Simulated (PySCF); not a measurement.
Input and output

Bi(SiH3)3 (singlet). PySCF 2.14.0, RKS CAM-B3LYP, Bi def2-SVP with ECP60, Si def2-SVP, H def2-SVP; non-relativistic Hamiltonian with scalar-relativistic core potentials where named; density fitting; no spin-orbit coupling. Purpose: singlet excitations, Tamm-Dancoff CAM-B3LYP.

```python
mol = gto.M(atom='''
Bi    -0.12583    -1.54345    -0.08192
Si    -1.14787    -0.04742     1.92290
H     -0.91661     1.41468     1.73146
H     -2.61830    -0.29374     2.00672
H     -0.52401    -0.46859     3.21248
Si    -1.17098     0.11944    -1.93787
H     -0.64061    -0.25989    -3.28199
H     -2.65601    -0.03951    -1.95591
H     -0.84437     1.55200    -1.67642
Si     2.19183    -0.15430    -0.06157
H      3.00118    -0.56375     1.12446
H      2.96157    -0.48564    -1.29801
H      1.97288     1.32146    -0.01259''',
    basis={'Bi': 'def2-SVP', 'Si': 'def2-SVP', 'H': 'def2-SVP'},
    ecp={'Bi': 'def2-SVP'},
    charge=0, spin=0)
mf = dft.RKS(mol, xc='CAMB3LYP')
mf.grids.atom_grid = (50, 194)
mf = mf.density_fit()  # fitting sets: Bi def2-universal-JKFIT, Si def2-universal-JKFIT, H def2-universal-JKFIT
mf.conv_tol = 1e-08; mf.max_cycle = 55
mf.kernel(dm0)  # dm0: converged density of the relaxed state
td = mf.TDA(); td.nstates = 8; td.kernel()
```

Run from Python with OMP_NUM_THREADS=2; the lines above give its settings. Where DIIS fails, smearing, a level shift and second-order steps follow.
It took 110 s on 2 threads of Arm Neoverse V2, with other jobs on the host, from an already converged density.

Question: Where do the frontier levels lie, over both spins?

Answer: HOMO -8.13 eV, LUMO 0.38 eV. 

Question: What are the Mulliken charges and spins?

Answer: 
| atom | charge (e) | spin (e) |
| --- | --- | --- |
| Bi1 | -0.095 | 0.000 |
| Si2 | 0.243 | 0.000 |
| H3 | -0.069 | 0.000 |
| H4 | -0.071 | 0.000 |
| H5 | -0.071 | 0.000 |
| Si6 | 0.242 | 0.000 |
| H7 | -0.071 | 0.000 |
| H8 | -0.071 | 0.000 |
| H9 | -0.069 | 0.000 |
| Si10 | 0.243 | 0.000 |
| H11 | -0.071 | 0.000 |
| H12 | -0.071 | 0.000 |
| H13 | -0.068 | 0.000 |

Question: Which singlet excitations follow (Tamm-Dancoff, 8 states)?

Answer: 
```json
{"state": "1", "eV": "5.54", "oscillator strength": "0.0190"}
{"state": "2", "eV": "5.55", "oscillator strength": "0.0197"}
{"state": "3", "eV": "5.59", "oscillator strength": "0.0730"}
{"state": "4", "eV": "5.92", "oscillator strength": "0.0000"}
{"state": "5", "eV": "6.12", "oscillator strength": "0.0215"}
{"state": "6", "eV": "6.13", "oscillator strength": "0.0179"}
{"state": "7", "eV": "6.52", "oscillator strength": "0.2723"}
{"state": "8", "eV": "6.52", "oscillator strength": "0.2637"}
```

The geometry was relaxed with B3LYP (Bi def2-SVP with ECP60, Si def2-SVP, H def2-SVP).
